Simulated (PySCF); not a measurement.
C5H4F2, SMILES FC1=C(F)C=CC1.

The structure is a stationary point at B3LYP-D3(BJ)/def2-SVP. Other conformers were not sampled.

These are M06-2X/def2-TZVP in PySCF values and carry that method's errors.

Computed frontier levels, gap, dipole moment and polarisability:
```
Property                                                                                                       Result
---------------------------------------------------------------------------------------------  ----------------------
highest occupied level                                                                                       -7.63 eV
lowest empty level                                                                                            0.05 eV
orbital gap                                                                                                   7.69 eV
dipole moment                                                                                                  2.67 D
quadrupole, principal values (traceless, Buckingham form, about the centre of nuclear charge)  -1.51, -0.94, 2.44 D·Å
mean static polarisability                                                                       54.4 bohr³ (8.05 Å³)
polarisability, principal values                                                               37.1, 60.2, 65.7 bohr³
```
